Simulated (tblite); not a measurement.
Compound: C7H10F3P.
SMILES with atom numbers: `[CH3:1][C:2]([CH3:3])([CH3:4])/[CH:5]=[P:6]\[C:7]([F:8])=[C:9]([F:10])[F:11]` (hydrogens: H12, H13, H14 on C1; H15, H16, H17 on C3; H18, H19, H20 on C4; H21 on C5)

Computed with GFN2-xTB (tblite), gas phase: L-BFGS steps from a force-field or distance-geometry start until the largest atomic force falls under 0.01 eV/Å.

Step 11: E = -999.4901 eV
```
atom  x, y, z in Å  |  force x, y, z in eV/Å
C1     -2.4565   -0.4093    0.4733    0.166   0.008  -0.017
C2     -0.9753   -0.0664    0.2524    0.220   0.060   0.050
C3     -0.4726   -0.7821   -1.0186   -0.018   0.101   0.025
C4     -0.8523    1.4803    0.1950   -0.027  -0.061  -0.044
C5     -0.1058   -0.5580    1.3799   -0.010  -0.032   0.098
P6      1.5465   -0.5126    1.6703   -0.106  -0.064  -0.040
C7      2.3502    0.3322    0.2233   -0.148  -0.073   0.181
F8      1.9793    1.5614   -0.1833    0.077  -0.021  -0.012
C9      3.4679   -0.1904   -0.2736   -0.058   0.067   0.033
F10     4.2572    0.3503   -1.1868    0.060  -0.033  -0.093
F11     3.9007   -1.3928    0.0855    0.017  -0.002  -0.009
H12    -3.0249   -0.0304   -0.3696   -0.077   0.036  -0.094
H13    -2.6449   -1.4756    0.5419    0.169  -0.136   0.034
H14    -2.8384    0.0679    1.3697    0.039  -0.003   0.146
H15     0.4250   -0.3052   -1.4021   -0.011   0.022  -0.029
H16    -1.2298   -0.7857   -1.7954   -0.045   0.140  -0.066
H17    -0.2277   -1.8208   -0.7924   -0.066   0.051   0.018
H18    -0.4677    1.8347   -0.7562   -0.034  -0.089  -0.060
H19    -0.1906    1.8516    0.9776   -0.043  -0.056  -0.073
H20    -1.8224    1.9362    0.3645   -0.058   0.038  -0.073
H21    -0.6267   -1.0682    2.1851   -0.047   0.047   0.024
```

Step 12: E = -999.5004 eV
```
atom  x, y, z in Å  |  force x, y, z in eV/Å
C1     -2.4541   -0.4140    0.4760    0.205   0.022  -0.011
C2     -0.9765   -0.0644    0.2519    0.322   0.087   0.103
C3     -0.4737   -0.7740   -1.0212   -0.026   0.064   0.015
C4     -0.8510    1.4796    0.1888   -0.049   0.029  -0.045
C5     -0.1068   -0.5520    1.3829    0.013  -0.087   0.090
P6      1.5439   -0.5234    1.6808   -0.044   0.026  -0.175
C7      2.3489    0.3257    0.2307   -0.126  -0.046   0.177
F8      1.9683    1.5528   -0.1747    0.093  -0.032   0.008
C9      3.4679   -0.1892   -0.2723   -0.101   0.031   0.053
F10     4.2553    0.3499   -1.1903    0.007  -0.074  -0.023
F11     3.8937   -1.3949    0.0883    0.070   0.019  -0.040
H12    -3.0231   -0.0341   -0.3659   -0.107   0.003  -0.080
H13    -2.6245   -1.4828    0.5450    0.108  -0.132   0.011
H14    -2.8357    0.0568    1.3761    0.034   0.005   0.133
H15     0.4261   -0.3007   -1.4064   -0.033   0.010   0.007
H16    -1.2322   -0.7686   -1.7975   -0.034   0.128  -0.059
H17    -0.2369   -1.8150   -0.7975   -0.050   0.043  -0.003
H18    -0.4699    1.8308   -0.7648   -0.001  -0.102  -0.065
H19    -0.1898    1.8580    0.9686   -0.048  -0.074  -0.076
H20    -1.8186    1.9416    0.3512   -0.107   0.026  -0.037
H21    -0.6202   -1.0650    2.1907   -0.125   0.054   0.015
```

Step 13: E = -999.5109 eV
```
atom  x, y, z in Å  |  force x, y, z in eV/Å
C1     -2.4486   -0.4188    0.4789    0.177   0.018   0.008
C2     -0.9734   -0.0608    0.2529    0.271   0.082   0.109
C3     -0.4753   -0.7642   -1.0240   -0.024   0.021  -0.001
C4     -0.8505    1.4796    0.1812   -0.063   0.115  -0.043
C5     -0.1079   -0.5470    1.3877    0.030  -0.114   0.056
P6      1.5406   -0.5352    1.6895    0.052   0.081  -0.227
C7      2.3460    0.3182    0.2410   -0.060   0.001   0.100
F8      1.9582    1.5429   -0.1652    0.087  -0.017   0.029
C9      3.4664   -0.1875   -0.2699   -0.112  -0.034   0.062
F10     4.2526    0.3481   -1.1939   -0.076  -0.103   0.068
F11     3.8871   -1.3965    0.0904    0.113   0.034  -0.061
H12    -3.0223   -0.0383   -0.3625   -0.080  -0.058  -0.002
H13    -2.5997   -1.4923    0.5486    0.055  -0.059  -0.020
H14    -2.8314    0.0444    1.3847    0.052  -0.011   0.064
H15     0.4268   -0.2957   -1.4111   -0.038  -0.001   0.035
H16    -1.2352   -0.7474   -1.8005   -0.011   0.114  -0.022
H17    -0.2480   -1.8076   -0.8029   -0.035   0.032  -0.032
H18    -0.4724    1.8244   -0.7755    0.032  -0.099  -0.071
H19    -0.1897    1.8635    0.9576   -0.037  -0.058  -0.061
H20    -1.8163    1.9477    0.3359   -0.134   0.001  -0.003
H21    -0.6159   -1.0606    2.1976   -0.200   0.053   0.013
```

Step 14: E = -999.5205 eV
```
atom  x, y, z in Å  |  force x, y, z in eV/Å
C1     -2.4404   -0.4231    0.4817    0.104   0.004   0.031
C2     -0.9668   -0.0561    0.2553    0.108   0.049   0.065
C3     -0.4771   -0.7544   -1.0266   -0.014  -0.007  -0.009
C4     -0.8512    1.4815    0.1734   -0.062   0.146  -0.037
C5     -0.1084   -0.5443    1.3933    0.036  -0.101   0.010
P6      1.5385   -0.5452    1.6942    0.126   0.079  -0.177
C7      2.3423    0.3115    0.2519    0.011   0.046  -0.013
F8      1.9506    1.5336   -0.1559    0.064   0.029   0.038
C9      3.4631   -0.1867   -0.2666   -0.087  -0.099   0.054
F10     4.2484    0.3443   -1.1959   -0.143  -0.099   0.131
F11     3.8832   -1.3971    0.0913    0.138   0.021  -0.057
H12    -3.0226   -0.0435   -0.3590   -0.013  -0.118   0.095
H13    -2.5750   -1.5017    0.5515    0.020   0.037  -0.045
H14    -2.8259    0.0324    1.3937    0.080  -0.036  -0.020
H15     0.4269   -0.2909   -1.4149   -0.021  -0.006   0.046
H16    -1.2383   -0.7253   -1.8035    0.013   0.101   0.027
H17    -0.2592   -1.8001   -0.8086   -0.024   0.016  -0.060
H18    -0.4742    1.8165   -0.7869    0.050  -0.077  -0.069
H19    -0.1903    1.8677    0.9464   -0.017  -0.007  -0.033
H20    -1.8166    1.9532    0.3214   -0.131  -0.028   0.018
H21    -0.6160   -1.0555    2.2044   -0.236   0.052   0.004
```

**Question.** Estimate the geometry and energy of step 15. (The exact step hangs on the optimiser's Hessian estimate; all steps are aligned on step 14, rigid shifts and turns removed.)

**Answer.** E = -999.5295 eV, largest force 0.229 eV/Å
```
atom  x, y, z in Å  |  force x, y, z in eV/Å
C1     -2.4309   -0.4269    0.4848    0.016  -0.016   0.048
C2     -0.9589   -0.0509    0.2585   -0.073   0.006  -0.002
C3     -0.4789   -0.7454   -1.0288    0.002  -0.015  -0.005
C4     -0.8531    1.4855    0.1656   -0.043   0.110  -0.025
C5     -0.1079   -0.5439    1.3988    0.031  -0.057  -0.031
P6      1.5388   -0.5529    1.6952    0.135   0.031  -0.058
C7      2.3388    0.3062    0.2616    0.056   0.072  -0.112
F8      1.9454    1.5263   -0.1470    0.040   0.087   0.032
C9      3.4585   -0.1880   -0.2625   -0.037  -0.143   0.031
F10     4.2421    0.3391   -1.1954   -0.165  -0.058   0.136
F11     3.8826   -1.3975    0.0910    0.137  -0.021  -0.028
H12    -3.0230   -0.0504   -0.3540    0.055  -0.150   0.164
H13    -2.5524   -1.5092    0.5532   -0.001   0.103  -0.056
H14    -2.8193    0.0211    1.4014    0.101  -0.049  -0.073
H15     0.4266   -0.2868   -1.4176    0.010  -0.006   0.044
H16    -1.2409   -0.7034   -1.8058    0.027   0.086   0.069
H17    -0.2696   -1.7931   -0.8148   -0.018  -0.004  -0.079
H18    -0.4749    1.8079   -0.7986    0.045  -0.042  -0.051
H19    -0.1913    1.8713    0.9357   -0.002   0.060  -0.005
H20    -1.8198    1.9577    0.3088   -0.100  -0.051   0.022
H21    -0.6208   -1.0498    2.2104   -0.217   0.057  -0.020
```

The energy changes by -0.0090 eV. The first-order estimate −F·Δx gives -0.0124 eV and the mean of the old and new forces, exact on a quadratic surface, -0.0090 eV. The step makes an angle of 68° with the force vector and moves no atom by more than 0.024 Å.

The cost below is that of the whole relaxation. Hardware: Arm Neoverse V2, one thread, shared host. Cost: 1.3 s wall.
